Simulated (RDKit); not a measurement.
RDKit input (UFF):

```python
from rdkit import Chem
from rdkit.Chem import AllChem, rdDetermineBonds

mol = Chem.MolFromXYZFile('mol.xyz')
rdDetermineBonds.DetermineBonds(mol, charge=0)
print('SMILES', Chem.MolToSmiles(Chem.RemoveHs(mol)))
ff = AllChem.UFFGetMoleculeForceField(mol)
e0 = ff.CalcEnergy()
flag = ff.Minimize(maxIts=5000, forceTol=1e-5)
print(f'energy {e0:.4f} -> {ff.CalcEnergy():.4f} kcal/mol, converged: {flag == 0}')
print(Chem.MolToXYZBlock(mol))
```
mol.xyz:
```
4

S     -0.92221320     0.05614290     0.47181313
S      0.92278838     0.05434478    -0.47089818
H     -1.53509157    -0.87361723    -0.28708287
H      1.52588870    -0.89418562     0.27244361
```

Output:

```
SMILES SS
energy 3.6407 -> -0.0424 kcal/mol, converged: True
4

S     -0.923334    0.083637    0.528617
S      0.924200    0.082763   -0.527239
H     -1.466031   -0.901688   -0.317026
H      1.456537   -0.922027    0.301924
```

The geometry given is a B3LYP-D3(BJ)/def2-TZVP minimum.
